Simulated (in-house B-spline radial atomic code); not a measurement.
How numerical settings move a run on C III (C2+), [He] 2s2. Computed with a B-spline radial code for spherical atoms: scalar-relativistic (X2C) Hartree-Fock, average of configuration, Fermi nucleus of rms radius 2.4702 fm.

Command:
```bash
python run_scf.py task.json out
```
Settings of the sound reference run:
```
Z                6
electrons        4
configuration    [He] 2s2
hamiltonian      x2c
method           hf
spin_polarised   False
nucleus          fermi
rms_radius       2.4702
mass_number      12
atomic_mass      12
speed_of_light   137.036
knot_spacing     0.22
spline_order     8
gauss_points     12
box_radius       22.22
max_iterations   70
damping          0.5
damped_steps     3
diis_vectors     10
tolerance        1e-08
start            Thomas-Fermi
```

Cost of the run: 0.04 s on 1 thread of Intel(R) Xeon(R) 6975P-C, on a shared host.

It converges in 8 iterations to -36.423805 hartree, with 2s at -46.1167 eV. The other runs change the listed settings, some to values that make no sense; their results aren't properties of the atom or ion. Radii are in bohr (the nuclear one in fm), a minus after a letter asks for a j subshell, and «unchanged» means within 1e-8 hartree. The run stops when the residual is below 10 × tolerance × max(1, Z/10), or a noise floor if that is larger, and the energy moves by less than 1e-8 × √|E| hartree; so very loose and very tight tolerances often act alike.

```tsv
changed settings	outcome
damped_steps = 1	converged in 6 iterations, energy unchanged
tolerance = 1e-13	converged in 8 iterations, energy unchanged
gauss_points = 16	converged in 8 iterations, energy +6.01e-08 hartree from the reference, 2s level +8.1e-07 eV
gauss_points = 4	converged in 8 iterations, energy -5.55e-08 hartree from the reference, 2s level +3.7e-07 eV
spline_order = 6, gauss_points = 4, max_iterations = 2, tolerance = 1e-06	not converged after 2 iterations, last residual 9.7e-03, last energy +1.91e-03 hartree from the reference
knot_spacing = 0.75, max_iterations = 60, damping = 0.8, tolerance = 0.01	converged in 8 iterations, energy +5.66e-03 hartree from the reference, 2s level -5.1e-04 eV
gauss_points = 8	converged in 8 iterations, energy +5.88e-08 hartree from the reference, 2s level +7.7e-07 eV
damped_steps = 8	converged in 12 iterations, energy unchanged
max_iterations = 2, damping = 0.8, start = bare nucleus	not converged after 2 iterations, last residual 2.7e-02, last energy +8.57e-03 hartree from the reference
tolerance = 1e-06	converged in 7 iterations, energy unchanged, 2s level -4.5e-06 eV
gauss_points = 6	converged in 8 iterations, energy +1.58e-08 hartree from the reference
electrons = 7, configuration = [He] 2s2 3s3, max_iterations = 100	stopped with error: shell 3s holds at most 2 electrons
```

Question: What happens with box_radius = 44.44, first_knot = 0.5, max_iterations = 50?

Answer: Converged in 8 iterations, energy +3.39e-02 hartree from the reference, 2s level +2.1e-02 eV.

Question: What happens with spline_order = 3, gauss_points = 3, max_iterations = 75?

Answer: Converged in 8 iterations, energy +6.55e-04 hartree from the reference, 2s level +1.9e-03 eV.

Question: What happens with gauss_points = 3?

Answer: Converged in 9 iterations, energy -1.32e+04 hartree from the reference, 2s level -8.9e+01 eV.

Question: What happens with damped_steps = 30?

Answer: Converged in 22 iterations, energy unchanged, 2s level -3.8e-06 eV.
